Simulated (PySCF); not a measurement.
Cu(F) cation (CuF), SMILES [F][Cu] (connectivity only; charge and spin as stated), charge +1, multiplicity 2. Atoms are numbered in the order given.

```xyz
2

Cu     0.0000     0.0000    -0.3997
F      0.0000     0.0000     1.2880
```
Charge +1, spin multiplicity 2.

Geometry: PBE0-D3(BJ)/def2-TZVPD. The multiplicity is an assumed one; other spin states were not compared.

Computed with B3LYP/def2-TZVPD in PySCF.

Mulliken values depend strongly on the basis, most of all with diffuse functions as here. ESP charges are fitted to the potential on shells at 1.4 to 2.0 van der Waals radii. Atomic charges (e):

```csv
atom,Mulliken,meta-Löwdin,ESP fit,Mulliken spin
Cu1,1.46,1.46,1.35,0.60
F2,-0.46,-0.46,-0.35,0.40
```
